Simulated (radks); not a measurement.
Numerical settings for neutral xenon, [Xe]. Method: Dirac Kohn-Sham, BLYP, spin-unpolarised, spherical densities, finite nucleus; Fermi nuclear charge, rms radius 4.7859 fm; computed with a radial shooting solver on a logarithmic mesh with Libxc functionals. The defaults (mesh step 0.008 in ln r, mesh end at 40 bohr or more with all orbitals vanishing there, Anderson mixing 0.5 over 9 steps, residual threshold near 1e-9 with the energy settled to 1e-9 hartree or 1e-11 of itself, here a cap of 58 iterations) give E = -7450.6870 hartree and 5p3/2 at -7.671 eV in 13 iterations. Run on one thread of a shared host, so times are rough (Arm Neoverse V2): 0.11 s of CPU time, 0.11 s wall, 13 iterations on 2437 mesh points. Changes against that run (0 stands for a change within the tolerance of the run):

| setting | iterations | converged | E (mhartree) | e(5p3/2) (meV) | CPU (s) |
|---|---|---|---|---|---|
| mesh step in ln r 0.02 | 12 | yes | +0.000343 | 0 | 0.05 |
| mesh step in ln r 0.2 | 4 | no | diverged | - | 0.01 |
| mesh step in ln r 0.003 | 17 | yes | 0 | 0 | 0.33 |
| mesh end (bohr) 400 | 13 | yes | 0 | 0 | 0.11 |
| mesh end (bohr) 2 | 14 | level above zero | +1.89e+04 | +9.79e+04 | 0.17 |
| residual threshold 0.1 | 8 | yes | 0 | -4.63 | 0.08 |
| residual threshold 0.01 | 8 | yes | 0 | -4.63 | 0.08 |
| mixing 1 | 15 | yes | 0 | 0 | 0.12 |
| linear mixing, mixing 0.05 | 58 | no | +0.142 | -260 | 0.4 |
| linear mixing, mixing 0.8 | 58 | no | -2.72e+06 | -5.92e+04 | 0.65 |
| mixing history 2 | 21 | yes | 0 | 0 | 0.14 |
| iteration cap 2 | 2 | no | +68.2 | -5.24e+03 | 0.03 |

Settled on a wrong energy, with an occupied level pushed above zero by the early mesh end: mesh end (bohr) 2 (+18.9 hartree). Apart from these: no run marked as converged misses the energy by more than 1 mhartree. A mesh that ends early acts as a hard wall.
